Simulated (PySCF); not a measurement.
Dipole moment and polarisability of `C#C[C@@H]1C=CCCC1`

Compound: C₈H₁₀.
Cartesian coordinates in Å at the GFN2-xTB level; atoms count from 1:
```xyz
18
C8H10 angstrom
C      2.9389   -0.1950    0.7719
C      2.0136    0.1045    0.0747
C      0.8717    0.4565   -0.7562
C      0.0540    1.5043   -0.0464
C     -1.1104    1.2532    0.5268
C     -1.7590   -0.0961    0.5386
C     -0.7619   -1.1933    0.1764
C      0.0246   -0.7853   -1.0640
H      3.7575   -0.4566    1.3735
H      1.2601    0.8777   -1.6934
H      0.4882    2.4940   -0.0119
H     -1.6602    2.0485    1.0125
H     -2.1898   -0.2857    1.5250
H     -2.5889   -0.0945   -0.1773
H     -1.2870   -2.1346    0.0012
H     -0.0640   -1.3398    1.0039
H      0.6728   -1.6006   -1.3919
H     -0.6688   -0.5508   -1.8750
```

Level: PBE0/def2-SVPD (PySCF), static field, nuclei fixed, core orbitals frozen in the response. The polarisability tensor in these axes (au):

```
x   106.80  -1.23   1.49
y    -1.23  79.95  -0.45
z     1.49  -0.45  76.62
```

Q: Give the principal values, the mean and the anisotropy Δα = √{½[(α1 − α2)² + (α2 − α3)² + (α1 − α3)²]}.

A: Principal values 76.50, 79.94 and 106.93 au; mean 87.79 au = 13.01 Å³ = 14.47 × 10⁻⁴⁰ C²·m²/J; Δα = 28.86 au (33 % of the mean).

Q: What is the dipole moment, and where does it point?

A: (-0.79, -0.20, -0.27) D, 0.86 D in size, pointing from the negative to the positive side. Measured along this direction, the outermost atoms are H9 at the negative end and H14 at the positive end.

Q: Find the Langevin capture rate constant for NO+ (29.998 u) meeting this molecule (106.078 u), k = 2.342 × 10⁻⁹ cm³/s × √(α in Å³ / reduced mass in u).

A: The reduced mass is 23.38 u, so k = 1.75 × 10⁻⁹ cm³/s. The formula leaves out the permanent dipole, which adds to the capture rate.

Q: Sum over states: ᾱ = Σ f/ω², ω in Eh. What share falls to these 6 lowest TDDFT singlets (eV, f)? 6.39, 0.0289; 6.62, 0.0257; 6.74, 0.0479; 6.81, 0.0056; 7.07, 0.1452; 7.28, 0.0766.

A: They add up to 5.05 au, 5.8 % of the 87.79 au; the largest single term is 2.15 au, from the state at 7.07 eV. Terms in order: 0.52, 0.43, 0.78, 0.09, 2.15, 1.07 au. Higher excitations give the rest. The strengths listed sum to 0.330.

Q: How large is μ²/3kT at 298 K beside α?

A: In Gaussian units μ²/3kT = 6.00 Å³ against 13.01 Å³, a ratio of 0.46; the Debye molar polarisation (4π/3)N_A(α + μ²/3kT) is 48.0 cm³/mol, leaving out the vibrational part.

Geometry: GFN2-xTB, one conformer, isolated molecule.
